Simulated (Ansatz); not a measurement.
Ideal-gas functions of GaH6N, SMILES `[NH3+][GaH3-]` at 298.15 K and 1 bar, from an Ansatz frequency run at PBE0-D4/def2-TZVP.

Molar mass 89.78 g/mol, point group C3v (symmetry number 3), electronic degeneracy 1, moments of inertia 10.126, 73.815, 73.815 u Å². Harmonic wavenumbers (cm⁻¹, unscaled): 113, 332, 375, 376, 675, 675, 747, 751, 751, 1201, 1656, 1656, 1907, 1907, 1924, 3502, 3625, 3625.

Use S(trans) = R[1.5 ln M + 2.5 ln T − 1.1517]; rotational temperatures θ = 24.2544 K / I; S(rot) = R[ln(√π/σ · √(T³/θAθBθC)) + 1.5]; for each mode x = 1.438777 ν̃/T, S = R[x/(eˣ − 1) − ln(1 − e⁻ˣ)] and H = RT x/(eˣ − 1); 1 cm⁻¹ = 0.0119627 kJ/mol; R = 8.31446 J/(mol·K).

**Question.** By hand: the entropy, in J/(mol·K).

**Answer.** Translation 164.9. Rotation: θ = 2.3953, 0.3286, 0.3286 K, giving 84.8. Vibration, mode by mode: 13.46, 5.23, 4.43, 4.42, 1.41, 1.41, 1.07, 1.05, 1.05, 0.17, 0.03, 0.03, 0.01, 0.01, 0.01, 0.00, 0.00, 0.00, in all 33.8. Electronic 0.0. Sum 283.5 J/(mol·K).

**Question.** By hand: H − E and G − E in kJ/mol, counted from the electronic energy.

**Answer.** Zero-point energy ½ × 25798 × 0.0119627 = 154.3; thermal vibration 6.1; translation, rotation and pV give 4 RT = 9.9. H − E = 170.3 kJ/mol, and G − E = 170.3 − 298.15 × 283.5/1000 = 85.8 kJ/mol.

Vibration gives 12 % of the entropy, 13.5 J/(mol·K) of it from the mode under 150 cm⁻¹: soft modes count most, and the harmonic formula is weakest for them.
